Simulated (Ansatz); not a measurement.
Consider the redistribution: `[F][Zn][O][SiH3]` + `C[N](C)[Sc]([NH2])[NH2]` → `C[N](C)[Zn][O][SiH3]` + `[NH2][Sc]([NH2])[F]`.

Isolated molecules relaxed with PBE0-D4/def2-TZVP in Ansatz; ΔE leaves out vibrations. CCSD(T)/CBS adds triple-zeta CCSD(T) − MP2 to the extrapolated MP2 energy (def2 sets, frozen cores). Functionals use def2-TZVPP. B3LYP here is the variant with VWN-RPA as its local correlation; programs differ in this. For Sc, Zn outer-core shells are correlated without core-valence functions, which leaves a few kJ/mol of doubt a bond. Scalar relativity is left out up to krypton. Each species was taken in one conformer, which may not be the lowest.

```csv
level,ΔE (kJ/mol)
B3LYP-D4,-77.9
r2SCANh-D4,-79.7
B2PLYP,-79.7
LC-ωPBE,-90.0
```

**Question.** What does CCSD(T)/CBS give? (Estimate.)

**Answer.** The calculation gave: -66.1 kJ/mol. The listed levels differ from it by -11.8, -13.6, -13.6, -23.9 kJ/mol.

Largest T1 diagnostic among the species: 0.017.

At CCSD(T), def2-SVP lies −12.5 kJ/mol from the extrapolated value and def2-TZVPP −9.1 kJ/mol. The D4 term adds +3.1 kJ/mol with B3LYP and +2.1 kJ/mol with PBE0; it sums over pairs of atoms, weighted by their polarisabilities, and B3LYP, whose exchange is more repulsive, gets the larger term. Leaving LDA and LC-ωPBE aside and taking each functional with its dispersion term where it has one, the values, not all of them listed here, spread over 8.8 kJ/mol, from CAM-B3LYP-D4 to B97M-V. LDA lies −6.9 kJ/mol from PBE without D4.
